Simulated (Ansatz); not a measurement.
Correlation energies of `FBC1N[SiH2]1` by basis set

```xyz
10

F    -2.133   -0.685    0.683
B    -1.202   -1.071   -0.185
C    -0.114   -0.112   -0.648
N    -0.121    1.318   -0.210
Si    1.007    0.437    0.742
H    -1.208   -2.221   -0.530
H     0.463   -0.367   -1.538
H     0.175    1.969   -0.923
H     2.454    0.480    0.441
H     0.679    0.251    2.167
```

The species carries charge 0 and has multiplicity 1. All single points use the PBE0-D4/def2-TZVP geometry. It is one conformer, not always the lowest. Frozen core, restricted reference, Ansatz 0.2.0. CBS rows extrapolate triple and quadruple zeta; past MP2 they add the triple-zeta difference.

| basis | HF (Eh) | MP2 corr. | CCSD corr. | (T) | CCSD(T) total |
| --- | --- | --- | --- | --- | --- |
| def2-TZVPP | -508.40503 | ? | -0.87406 | ? | ? |
| def2-QZVPP | -508.42435 | -0.90578 | – | – | – |
| CBS(def2) | -508.42701 | ? | ? | as TZ | ? |

Question: Fill in the withheld values. (An estimate is asked.)

Answer: The calculation gave: def2-TZVPP MP2 corr.: -0.84096; def2-TZVPP (T): -0.03450; def2-TZVPP CCSD(T) total: -509.31359; CBS(def2) MP2 corr.: -0.95379; CBS(def2) CCSD corr.: -0.98690; CBS(def2) CCSD(T) total: -509.44841.
